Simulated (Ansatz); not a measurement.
Clusters of 3 atoms, halide: PBE-D4/def2-TZVPD single points in Ansatz on relaxed structures, gas phase. Each cluster is the lowest isomer that a short search found in that spin, judged at the geometry's level, and lower ones may exist. Core potentials for Ag, Cd, Cs, Hg, no spin–orbit coupling. HOMO and LUMO are taken over both spins. Singlets are spin-restricted. A dash marks a value that wasn't run or was left out as unsound. The structures are stationary points that may keep the symmetry of their start. Remarks come from the PBE and PBE0 runs and from stability tests at other levels; not every state was tested. A HOMO above zero means that the electron is unbound at that level and held by the basis, or that self-interaction error raises the level; the energy of removing that electron tells which. HOMO above LUMO (over both spins in singlets and doublets, within one spin in higher multiplets; at PBE or PBE0), or a gap under 0.15 eV within one spin, warns that the state may not be the lowest or that an electron is smeared out.

```tsv
species	atoms	state	geometry	HOMO (eV)	LUMO (eV)	gap (eV)	lowest of the spins relaxed	point group (within 0.1 Å)	remarks
Li2H	3	doublet	PBE-D4/def2-TZVP	-2.63	-1.89	0.73	–	C2v	–
LiF2⁻	3	singlet	r2SCAN-D4/def2-TZVPD	-1.18	–	–	singlet, of singlet/triplet	D∞h	HOMO above zero (triplet), HOMO above zero (quintet)
Ag2H	3	doublet	r2SCAN-D4/def2-TZVP	-3.99	-3.42	0.57	–	–	–
CsBr2⁻	3	singlet	PBE0-D4/def2-TZVPD	-1.54	–	–	singlet, of singlet/triplet/quintet	D∞h	HOMO above zero (triplet), gap within one spin near zero at PBE or PBE0 (triplet), HOMO above zero (quintet), gap within one spin near zero at PBE or PBE0 (quintet)
Na2Cl	3	doublet	PBE0-D4/def2-TZVP	-2.97	-2.11	0.86	–	C2v	–
```

Q: Estimate the rows for HgCl2 (singlet, PBE0-D4/def2-TZVP geometry); CdF2⁻ (doublet, PBE-D4/def2-TZVPD geometry).

A: 
```json
{"species": "HgCl2", "atoms": "3", "state": "singlet", "geometry": "PBE0-D4/def2-TZVP", "HOMO (eV)": "-7.59", "LUMO (eV)": "-3.28", "gap (eV)": "4.31", "lowest of the spins relaxed": "–", "point group (within 0.1 Å)": "D∞h", "remarks": "gap within one spin near zero at PBE or PBE0 (triplet)"}
{"species": "CdF2⁻", "atoms": "3", "state": "doublet", "geometry": "PBE-D4/def2-TZVPD", "HOMO (eV)": "0.39", "LUMO (eV)": "–", "gap (eV)": "–", "lowest of the spins relaxed": "doublet, of doublet/quartet", "point group (within 0.1 Å)": "C2v", "remarks": "HOMO above zero at PBE or PBE0, HOMO above zero (quartet)"}
```

The gap (eV) runs from 0.57 (Ag2H) to 4.31 (HgCl2).
